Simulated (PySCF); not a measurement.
**Si⁺ (silicon, charge +1) across methods**

[Ne] 3s2 3p1, 2P determinant. All numbers are calculated (PySCF 2.14, the non-relativistic Hamiltonian (point nucleus), in def2-QZVPPD (10s6p5d2f1g, 76 functions)).

```csv
method,E (hartree),mean ε 3s α (eV),mean ε 3s β (eV),mean ε 3p α (eV),Σ⟨r²⟩ (bohr²),⟨S²⟩
PBEsol,-288.3963,-19.238,-18.333,-12.113,19.77,0.754
PBE0,-288.9567,-20.662,-19.474,-13.344,19.75,0.756
UHF,-288.57808,-24.076,-21.667,-16.224,20.07,0.767
BP86,-289.1036,-19.357,-18.536,-12.257,19.69,0.754
PBE,-288.9322,-19.265,-18.378,-12.201,19.76,0.755
r2SCAN,-289.0454,-19.520,-18.509,-12.574,19.77,0.760
PW91,-289.0619,-19.321,-18.432,-12.246,19.74,0.754
LDA,-287.9186,-19.364,-18.520,-12.082,19.76,0.752
```

Estimate the same row for LC-wPBE.

E (hartree) = -288.9747; mean ε 3s α (eV) = -23.758; mean ε 3s β (eV) = -22.269; mean ε 3p α (eV) = -16.132; Σ⟨r²⟩ (bohr²) = 19.65; ⟨S²⟩ = 0.758.
